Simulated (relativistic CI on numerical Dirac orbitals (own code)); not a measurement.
# Hyperfine structure of Hg⁴³⁺, mass number 201

Calculated at this level of theory: Dirac-Coulomb-Breit CI, orbitals from a KLI potential per configuration, model QED, unscaled Slater integrals (own radial code, finite nucleus).

CI space (outside the closed core [Ar] 3d10): 4s²4p⁶4d, 4s²4p⁶4f, 4s²4p⁵4d², 4s4p⁶4d², 4s²4p⁵4d4f, 4s4p⁶4d4f, 4s²4p⁶5s, 4s²4p⁶5p, 4p⁶4d³, 4p⁵4d⁴, 4p⁵4d³4f, 4s4p⁶4f², 4s4p⁵4f³, 4p⁶4f³. Double excitations out of closed p, d and f shells are left out; levels of such configurations are missing from the list, as are those of other unlisted configurations, and high levels can miss mixing partners.

Nuclear spin I = 3/2, μ = -0.558 μN, Q = 0.387 b (tables of Stone and Pyykkö). The electronic factors are computed for point nuclear moments, without core polarisation or the Bohr-Weisskopf and QED corrections.

```tsv
Level	E (cm⁻¹)	A (MHz)	B (MHz)
4s²4p⁶4d ²D3/2	0	-14380	10600
4s²4p⁶4d ²D5/2	235241	-5691	12300
4s²4p⁵4d² ⁴D°1/2	1412737	-2429	
4s²4p⁵4d² ⁴G°9/2	1644221	-14770	-55300
4s²4p⁵4d² ²H°11/2	1684062	-14160	-41500
```

Levels with J = 0, under 50 % of one LS term, or S terms without an open s electron are left out. Small factors come from cancelling terms and can be off by tens of per cent or more.

At this charge energies of transitions that change n are usually good to better than 1 %, and those within a shell (Δn = 0) to a few per cent.

Problem. Give the hyperfine levels of 4s²4p⁶4d ²D3/2 relative to its centre of gravity.

Solution. With K = F(F + 1) − I(I + 1) − J(J + 1), E = AK/2 + B[¾K(K + 1) − I(I + 1)J(J + 1)]/[2I(2I − 1)J(2J − 1)]: F = 0: 67120, F = 1: 42190, F = 2: 2873, F = 3: -29720 MHz.

LS names give the leading component of a level, which can be under half, so a name can repeat, a term be missing and a line seem to break the LS rules.
